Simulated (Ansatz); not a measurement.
Cost and result for the atomization energy of CH$_{5}$AlClGa, SMILES `[CH3][Al]([Cl])[GaH2]` (9 atoms, 8 bonds).

```xyz
9

C     1.0119   -1.4973    0.1206
Al    0.2892    0.2811    0.4418
Cl    1.2214    1.3869    1.9942
Ga   -1.5916    1.5149   -0.6785
H     0.5177   -2.0191   -0.7023
H     2.0815   -1.4370   -0.1052
H     0.9135   -2.1122    1.0214
H    -3.0823    1.4268   -0.1677
H    -1.3612    2.4560   -1.9243
```

The species carries charge 0 and has multiplicity 1. Correlated methods include outer-core shells of Ga, which these sets cover unevenly. Scalar relativity is left out up to krypton. The geometry is a stationary point of PBE0-D4/def2-TZVP. Program: Ansatz. Hardware: A = 2 threads of an AMD EPYC 7R13 on a shared host; B = 2 threads of an AMD EPYC 7R13 on a shared host and a share of an NVIDIA H100 80 GB. Times are those of one run each, without the atoms' runs, and a repeat can differ threefold. Electronic energies, without spin–orbit coupling; frozen cores. CCSD(T)/CBS adds CCSD(T) − MP2 in def2-TZVPP to the MP2 limit, and its time is that of the two runs behind it. T1 = 0.012. With those shells the extrapolation isn't a true limit. B3LYP takes the VWN-RPA correlation (the form of Gaussian; ORCA's B3LYP/G). HSE06 is the plane-wave form, built on full-range PBE exchange.

CCSD(T)/CBS is a level of theory with its own doubt, some kJ/mol a heavy atom from the limit and from the frozen cores, so smaller differences don't rank the functionals.

| level | functions | wall time | atomization (kJ/mol) | difference from CCSD(T)/CBS | per bond |
| --- | --- | --- | --- | --- | --- |
| revPBE-D4/def2-TZVPP [A] | 233 | 2.9 s | 2644.6 | -64.1 | -8.0 |
| HSE06-D4/def2-TZVPP [A] | 233 | 5.5 s | 2690.1 | -18.6 | -2.3 |
| BHLYP-D4/def2-TZVPP [A] | 233 | 5.5 s | 2643.8 | -64.9 | -8.1 |
| r2SCAN-D4/def2-TZVPP (with forces) [A] | 233 | 7 s | 2719.8 | 11.1 | 1.4 |
| B3LYP-D4/def2-TZVPP (with forces) [A] | 233 | 7.5 s | 2675.2 | -33.5 | -4.2 |
| CCSD(T)/def2-TZVPP [B] | 233 | 7.5 s | 2651.2 | -57.5 | -7.2 |
| CCSD(T)/def2-SVP [A] | 107 | 7.5 s | 2556.5 | -152.2 | -19.0 |
| r2SCANh-D4/def2-TZVPP [A] | 233 | 8 s | 2709.6 | 0.9 | 0.1 |
| PBE-QIDH/def2-TZVPP [A] | 233 | 8.5 s | 2694.0 | -14.7 | -1.8 |
| B2PLYP/def2-TZVPP [A] | 233 | 8.5 s | 2656.2 | -52.5 | -6.6 |
| ωB97M-V/def2-TZVPP (with forces) [A] | 233 | 17 s | 2700.1 | -8.6 | -1.1 |
| CCSD(T)/def2-QZVPP [B] | 436 | 30 s | 2688.8 | -19.9 | -2.5 |
| CCSD(T)/CBS(def2) | – | 37 s | 2708.7 | 0.0 | 0.0 |

At CCSD(T), def2-SVP lies −152.2 kJ/mol from the extrapolated value and def2-TZVPP −57.5 kJ/mol: correlation converges slowly with the basis, and small sets miss more of it in the bonded molecule than in its fragments. From r2SCAN to r2SCAN0 (25 % exact exchange), in def2-TZVPP and without D4, the atomization energy moves by −25.3 kJ/mol: exact exchange takes away binding that semilocal exchange gives to molecules. The D4 term adds +29.9 kJ/mol with B3LYP and +15.9 kJ/mol with PBE0; it sums over pairs of atoms, weighted by their polarisabilities, and B3LYP, whose exchange is more repulsive, gets the larger term.
